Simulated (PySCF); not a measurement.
# Levels of I⁵⁰⁺ from EOM-EA-GCCSD

Reference: closed-shell I⁵¹⁺, 1s2; one electron is added. Calculated with PySCF 2.14, two-component X2C-1e with screened spin-orbit coupling, an even-tempered Gaussian basis (16 s from 13 bohr⁻², ratio 2.6; 12 p from 17 bohr⁻², ratio 2.6; 6 d from 18 bohr⁻², ratio 2.8; 3 f from 750 bohr⁻², ratio 2.8); frozen nothing; the 32 highest virtual spinors dropped; of the others 52 kept and the rest restored at second order. No Breit or QED terms. Binding energies in eV.

| level | Koopmans | second order | EOM-CCSD |
| --- | --- | --- | --- |
| 2s1/2 | 9428.7 | 9428.9 | 9428.9 |
| 2p1/2 | 9315.8 | 9316.2 | 9316.2 |
| 2p3/2 | 8962.8 | 8963.1 | 8963.1 |

Electric-dipole lines between these computed levels:

| lower | upper | ΔE (eV) | vacuum wavelength (nm) |
| --- | --- | --- | --- |
| 2s1/2 | 2p1/2 | 112.69 | 11.00 |
| 2s1/2 | 2p3/2 | 465.75 | 2.662 |

For comparison, the ionisation energy of I⁵⁰⁺ is 9421.1 eV (theoretical estimate listed by NIST; NIST Atomic Spectra Database, ionization energies).

Only part of the computed levels is shown.
